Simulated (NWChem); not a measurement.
System: MgNH₃; SMILES [NH2][MgH]

The following NWChem deck was run.

```
start job
memory heap 200 mb stack 900 mb global 1100 mb
geometry units angstroms noautosym nocenter noautoz
  Mg     0.287233    -0.696774    -0.038591
  H      0.464550    -2.384756    -0.091440
  N      0.090652     1.180197     0.020102
  H     -0.776576     1.695630    -0.015497
  H      0.832226     1.860650     0.096834
end
basis spherical
  Mg library 6-311g**
  H library 6-311g**
  N library 6-311g**
end
dft
  xc pbe0
  iterations 150
end
tddft
  cis
  ecut -13.0
  nroots 6
  notriplet
end
task tddft energy
```

Parts of the log:

```
             Northwest Computational Chemistry Package (NWChem) 7.3.0
             --------------------------------------------------------

                             Geometry "geometry" -> ""
                             -------------------------

 Output coordinates in angstroms (scale by  1.889725989 to convert to a.u.)

  No.       Tag          Charge          X              Y              Z
 ---- ---------------- ---------- -------------- -------------- --------------
    1 Mg                  12.0000     0.28723300    -0.69677400    -0.03859100
    2 H                    1.0000     0.46455000    -2.38475600    -0.09144000
    3 N                    7.0000     0.09065200     1.18019700     0.02010200
    4 H                    1.0000    -0.77657600     1.69563000    -0.01549700
    5 H                    1.0000     0.83222600     1.86065000     0.09683400

 Effective nuclear repulsion energy (a.u.)      41.0788529655

                                 NWChem DFT Module
                                 -----------------

 Summary of "ao basis" -> "ao basis" (spherical)
 ------------------------------------------------------------------------------
       Tag                 Description            Shells   Functions and Types
 ---------------- ------------------------------  ------  ---------------------
 Mg                         6-311g**                12       26   6s5p1d
 H                          6-311g**                 4        6   3s1p
 N                          6-311g**                 8       18   4s3p1d

            General Information
            -------------------
          SCF calculation type: DFT
          Wavefunction type:  closed shell.
          No. of atoms     :     5
          No. of electrons :    22
           Alpha electrons :    11
            Beta electrons :    11
          Charge           :     0
          Spin multiplicity:     1
          Use of symmetry is: off; symmetry adaption is: off
          Maximum number of iterations: 150
          AO basis - number of functions:    62
                     number of shells:    32
          Convergence on energy requested:  1.00D-06
          Convergence on density requested:  1.00D-05
          Convergence on gradient requested:  5.00D-04

              XC Information
              --------------
                         PBE0 Method XC Functional
                     Hartree-Fock (Exact) Exchange  0.250
          PerdewBurkeErnzerhof Exchange Functional  0.750
            Perdew 1991 LDA Correlation Functional  1.000 local
           PerdewBurkeErnz. Correlation Functional  1.000 non-local

             Grid Information
             ----------------
          Grid used for XC integration:  medium
          Radial quadrature: Mura-Knowles
          Angular quadrature: Lebedev.
          Tag              B.-S. Rad. Rad. Pts. Rad. Cut. Ang. Pts.
          ---              ---------- --------- --------- ---------
          Mg                  1.50       88          10.0       590
          H                   0.35       45          11.0       434
          N                   0.65       49          10.0       434
          Grid pruning is: on
          Number of quadrature shells:   272
          Spatial weights used:  Erf1

      Superposition of Atomic Density Guess
      -------------------------------------

 Sum of atomic energies:        -255.41266355

      Non-variational initial energy
      ------------------------------

 Total energy =    -255.797307
 1-e energy   =    -435.827046
 2-e energy   =     138.950886
 HOMO         =      -0.340517
 LUMO         =      -0.038870

   convergence    iter        energy       DeltaE   RMS-Dens  Diis-err
 ---------------- ----- ----------------- --------- --------- ---------
 d= 0,ls=0.0,diis     1   -256.4019839638 -2.97D+02  1.39D-02  6.25D-01
 d= 0,ls=0.0,diis     2   -256.2971549748  1.05D-01  9.41D-03  1.36D+00
 d= 0,ls=0.0,diis     3   -256.4660973358 -1.69D-01  1.24D-03  3.00D-02
 d= 0,ls=0.0,diis     4   -256.4694674716 -3.37D-03  2.83D-04  4.45D-04
 d= 0,ls=0.0,diis     5   -256.4695424792 -7.50D-05  6.32D-05  2.21D-05
  Resetting Diis
 d= 0,ls=0.0,diis     6   -256.4695448884 -2.41D-06  8.30D-06  9.40D-07
 d= 0,ls=0.0,diis     7   -256.4695449573 -6.89D-08  3.28D-06  3.09D-08

         Total DFT energy =     -256.469544957319
      One electron energy =     -437.994483014968
           Coulomb energy =      164.846575126269
    Exchange-Corr. energy =      -24.400490034149
 Nuclear repulsion energy =       41.078852965528

 Numeric. integr. density =       21.999997700936

                       DFT Final Molecular Orbital Analysis
                       ------------------------------------

 Vector    9  Occ=2.000000D+00  E=-3.544388D-01
              MO Center=  1.3D-01,  7.6D-01,  6.8D-03, r^2= 1.6D+00
   Bfn.  Coefficient  Atom+Function         Bfn.  Coefficient  Atom+Function
  ----- ------------  ---------------      ----- ------------  ---------------
     5      0.316956  1 Mg s                 40     -0.314057  3 N  py
    44     -0.265750  3 N  py                36     -0.212554  3 N  py
    42      0.185681  3 N  s                  4     -0.141185  1 Mg s
    38      0.120893  3 N  s                 52     -0.108326  4 H  s
    58     -0.108295  5 H  s                  3     -0.102224  1 Mg s

 Vector   10  Occ=2.000000D+00  E=-2.802856D-01
              MO Center=  4.1D-01, -1.9D+00, -7.6D-02, r^2= 2.0D+00
   Bfn.  Coefficient  Atom+Function         Bfn.  Coefficient  Atom+Function
  ----- ------------  ---------------      ----- ------------  ---------------
    28      0.296817  2 H  s                  5      0.274801  1 Mg s
    29      0.244151  2 H  s                 27      0.172802  2 H  s
    42     -0.149540  3 N  s                 17     -0.119805  1 Mg py
    44      0.118735  3 N  py                14     -0.109494  1 Mg py
     4     -0.105494  1 Mg s                 40      0.103614  3 N  py

 Vector   11  Occ=2.000000D+00  E=-2.239134D-01
              MO Center=  1.0D-01,  1.1D+00,  1.7D-02, r^2= 1.3D+00
   Bfn.  Coefficient  Atom+Function         Bfn.  Coefficient  Atom+Function
  ----- ------------  ---------------      ----- ------------  ---------------
    45      0.474715  3 N  pz                41      0.362837  3 N  pz
    37      0.255898  3 N  pz                21      0.094294  1 Mg pz
    18      0.074764  1 Mg pz                23      0.052079  1 Mg d -1
    15      0.051083  1 Mg pz                12     -0.041893  1 Mg pz
    43     -0.031180  3 N  px                 9     -0.029959  1 Mg pz

 Vector   12  Occ=0.000000D+00  E=-1.413592D-02
              MO Center=  2.3D-01, -2.3D-01, -2.3D-02, r^2= 6.4D+00
   Bfn.  Coefficient  Atom+Function         Bfn.  Coefficient  Atom+Function
  ----- ------------  ---------------      ----- ------------  ---------------
     6      1.137263  1 Mg s                 29     -0.539634  2 H  s
    42     -0.365713  3 N  s                 20      0.351291  1 Mg py
    17     -0.267606  1 Mg py                38     -0.168268  3 N  s
    28     -0.122022  2 H  s                 26      0.116554  1 Mg d  2
     4     -0.099025  1 Mg s                 27     -0.081349  2 H  s

 Vector   13  Occ=0.000000D+00  E=-7.701566D-03
              MO Center=  3.1D-01, -8.8D-01, -4.4D-02, r^2= 7.6D+00
   Bfn.  Coefficient  Atom+Function         Bfn.  Coefficient  Atom+Function
  ----- ------------  ---------------      ----- ------------  ---------------
    19      0.781179  1 Mg px                16      0.228760  1 Mg px
    53      0.146116  4 H  s                 59     -0.145974  5 H  s
    13      0.134401  1 Mg px                10     -0.091933  1 Mg px
    20      0.081425  1 Mg py                 7     -0.064629  1 Mg px
    52      0.062204  4 H  s                 58     -0.061767  5 H  s

 Vector   14  Occ=0.000000D+00  E= 5.699229D-03
              MO Center=  3.0D-01, -7.8D-01, -4.3D-02, r^2= 8.0D+00
   Bfn.  Coefficient  Atom+Function         Bfn.  Coefficient  Atom+Function
  ----- ------------  ---------------      ----- ------------  ---------------
    21      0.804177  1 Mg pz                45     -0.221378  3 N  pz
    18      0.178909  1 Mg pz                15      0.128069  1 Mg pz
    41     -0.117188  3 N  pz                37     -0.089684  3 N  pz
    12     -0.080602  1 Mg pz                23     -0.073811  1 Mg d -1
     9     -0.055744  1 Mg pz                19     -0.053033  1 Mg px

     Multipole analysis of the density
     ---------------------------------

[...]

                                NWChem TDDFT Module
                                -------------------

            General Information
            -------------------
           No. of orbitals :     124
            Alpha orbitals :      62
             Beta orbitals :      62
        Alpha frozen cores :       0
         Beta frozen cores :       0
     Alpha frozen virtuals :       0
      Beta frozen virtuals :       0
         Spin multiplicity :       1
    Number of AO functions :      62
        Use of symmetry is : off
      Symmetry adaption is : off
         Schwarz screening :  0.10D-07

              XC Information
              --------------
                  PBE0 Method XC Functional
              Hartree-Fock (Exact) Exchange   0.25
   PerdewBurkeErnzerhof Exchange Functional   0.75
     Perdew 1991 LDA Correlation Functional   1.00 local
    PerdewBurkeErnz. Correlation Functional   1.00 non-local

             TDDFT Information
             -----------------
          Calculation type : Tamm-Dancoff TDDFT
         Wavefunction type : Restricted singlets
          No. of electrons :      22
           Alpha electrons :      11
            Beta electrons :      11
              No. of roots :       6
          Max subspacesize :    5200
            Max iterations :     100
               Target root :       1
           Target symmetry : none
             Energy Cutoff :-0.13D+02
      Symmetry restriction : off
                 Algorithm : Optimal
        Davidson threshold :  0.10D-03

    6 smallest eigenvalue differences (eV)
--------------------------------------------------------
  No. Spin  Occ  Vir  Irrep   E(Occ)    E(Vir)   E(Diff)
--------------------------------------------------------
    1    1    2   12 a       -14.304    -0.014   388.843
    2    1    2   13 a       -14.304    -0.008   389.019
    3    1    2   14 a       -14.304     0.006   389.383
    4    1    2   15 a       -14.304     0.060   390.872
    5    1    2   16 a       -14.304     0.111   392.239
    6    1    2   17 a       -14.304     0.117   392.413
--------------------------------------------------------

  Entering Davidson iterations
  Restricted singlet excited states

  Iter   NTrls   NConv    DeltaV     DeltaE      Time
  ----  ------  ------  ---------  ---------  ---------
    1      6       0     0.79E-01   0.10+100        2.9
    2     12       0     0.16E-01   0.12E-01        3.2
    3     18       1     0.13E-02   0.76E-04        3.3
    4     23       4     0.17E-03   0.15E-06        3.1
    5     25       6     0.82E-04   0.13E-08        2.4
  ----  ------  ------  ---------  ---------  ---------
  Convergence criterion met

  Ground state a        -256.469544957319 a.u.

  ----------------------------------------------------------------------------
  Root   1 singlet a             14.232390079 a.u.              387.2832 eV
  ----------------------------------------------------------------------------
     Transition Moments    X -0.00143   Y  0.01387   Z  0.00035
     Dipole Oscillator Strength                    0.0018445733
     Electric Quadrupole                           0.0000177066
     Magnetic Dipole                               0.0000007137
     Total Oscillator Strength                     0.0018629936

     Occ.    2  a   ---  Virt.   12  a       -0.99663
     Occ.    2  a   ---  Virt.   21  a       -0.05916
  ----------------------------------------------------------------------------
  Root   2 singlet a             14.248485334 a.u.              387.7212 eV
  ----------------------------------------------------------------------------
     Transition Moments    X -0.01166   Y -0.00119   Z -0.00081
     Dipole Oscillator Strength                    0.0013107758
     Electric Quadrupole                           0.0000116884
     Magnetic Dipole                               0.0000168249
     Total Oscillator Strength                     0.0013392891

     Occ.    2  a   ---  Virt.   13  a       -0.99498
     Occ.    2  a   ---  Virt.   16  a       -0.05537
     Occ.    2  a   ---  Virt.   20  a        0.07026
  ----------------------------------------------------------------------------
  Root   3 singlet a             14.253414715 a.u.              387.8553 eV
  ----------------------------------------------------------------------------
     Transition Moments    X -0.00222   Y -0.00131   Z  0.03376
     Dipole Oscillator Strength                    0.0108940414
     Electric Quadrupole                           0.0000894340
     Magnetic Dipole                               0.0001435668
     Total Oscillator Strength                     0.0111270422

     Occ.    2  a   ---  Virt.   14  a        0.99366
     Occ.    2  a   ---  Virt.   18  a        0.08927
     Occ.    2  a   ---  Virt.   25  a        0.05462
  ----------------------------------------------------------------------------
  Root   4 singlet a             14.315689006 a.u.              389.5499 eV
  ----------------------------------------------------------------------------
     Transition Moments    X -0.00354   Y  0.03353   Z  0.00109
     Dipole Oscillator Strength                    0.0108597024
     Electric Quadrupole                           0.0001248807
     Magnetic Dipole                               0.0000049904
     Total Oscillator Strength                     0.0109895734

     Occ.    2  a   ---  Virt.   15  a        0.88568
     Occ.    2  a   ---  Virt.   17  a       -0.43428
     Occ.    2  a   ---  Virt.   19  a       -0.13833
     Occ.    2  a   ---  Virt.   21  a       -0.06663
  ----------------------------------------------------------------------------
  Root   5 singlet a             14.344126218 a.u.              390.3237 eV
  ----------------------------------------------------------------------------
     Transition Moments    X  0.04388   Y  0.00450   Z  0.00306
     Dipole Oscillator Strength                    0.0186986679
     Electric Quadrupole                           0.0001506627
     Magnetic Dipole                               0.0002468166
     Total Oscillator Strength                     0.0190961472

     Occ.    2  a   ---  Virt.   16  a       -0.91652
     Occ.    2  a   ---  Virt.   20  a       -0.37863
     Occ.    2  a   ---  Virt.   22  a       -0.09477
     Occ.    2  a   ---  Virt.   28  a        0.07000
  ----------------------------------------------------------------------------
  Root   6 singlet a             14.360800299 a.u.              390.7774 eV
  ----------------------------------------------------------------------------
     Transition Moments    X  0.00320   Y -0.03063   Z -0.00101
     Dipole Oscillator Strength                    0.0090926463
     Electric Quadrupole                           0.0000855879
     Magnetic Dipole                               0.0000038007
     Total Oscillator Strength                     0.0091820349

     Occ.    2  a   ---  Virt.   15  a        0.45461
     Occ.    2  a   ---  Virt.   17  a        0.88004
     Occ.    2  a   ---  Virt.   19  a        0.09366
     Occ.    2  a   ---  Virt.   21  a        0.08336

              Target root =      1
          Target symmetry = none
      Ground state energy =   -256.469544957319
        Excitation energy =     14.232390079309
     Excited state energy =   -242.237154878011

  stored tddft:energy   -242.23715487801084
```

Level: PBE0/6-311G** (spherical d), restricted-window TDA. Coordinates come from a PBE0-D3(BJ)/def2-TZVP optimisation. The quadrupole and magnetic terms of the printed total strengths depend on the origin.
